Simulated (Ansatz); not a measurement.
Two structures, one formula

Two relaxed structures of CH₃NSe, singlet (PBE0-D4/def2-TZVP; forces vanish, vibrations not checked).

A:

| atom | x (Å) | y (Å) | z (Å) |
| --- | --- | --- | --- |
| N1 | 0.0932 | 0.4368 | -0.3198 |
| C2 | -0.2406 | -0.5867 | 0.3818 |
| Se3 | 1.6814 | 1.3498 | -0.4132 |
| H4 | -1.2427 | -0.9899 | 0.2995 |
| H5 | 0.4935 | -1.0263 | 1.0446 |
| H6 | -0.6307 | 0.8106 | -0.9247 |

B:

N1  (1.278, 2.571, -0.911)
C2  (0.761, 1.568, -0.707)
Se3  (-0.935, -1.786, 0.135)
H4  (-1.666, -1.202, 1.265)
H5  (0.170, -2.185, 1.014)
H6  (0.277, 0.627, -0.510)
(Å)

Ansatz 0.2.0; basis: def2-TZVPP; cores frozen in the correlated methods. Filled d shells of the heavier atoms are correlated. The def2 sets are not built for correlating such inner shells, so the correlated values are less sure here. B3LYP uses VWN-RPA correlation.

**Question.** Which structure is lower at CCSD(T), and by how much? (An estimate is asked for; the value comes from the calculation.)

**Answer.** By the calculation: B, by 10.25 kcal/mol (electronic energy, against the other). By their contacts, A is CH₃NSe ([CH2][NH][Se]) and B is a complex of HCN ([CH][N]) + H₂Se.

**Question.** Do the other methods give the same order? (Judge from chemistry; the calculation decides.)

**Answer.** Computed: Not all: PBE-D4, PBE0-D4 give the other order.

```
   method  E(B) − E(A) (kcal/mol)
   PBE-D4                    2.47
r2SCAN-D4                   -0.24
  PBE0-D4                    0.42
 B3LYP-D4                   -2.77
  wB97M-V                   -6.96
       HF                  -14.75
      MP2                  -12.26
     CCSD                  -11.69
  CCSD(T)                  -10.25
```

T1 diagnostic: at most 0.023. The restricted Hartree–Fock reference is unstable towards an unrestricted one at one or more of these structures.

Labels in which every atom is bracketed show which atoms are joined, not bond orders.

For scale, one of the runs: CCSD(T)/def2-TZVPP, 152 basis functions, launched by `ansatz run in.yaml --threads 2 --pin off --events-out ev --progress --plain --max-ram 4352MiB`. Hardware: 2 CPU threads of an Arm Neoverse V1, shared host. Wall time 34 s; peak host memory 1.1 GiB.
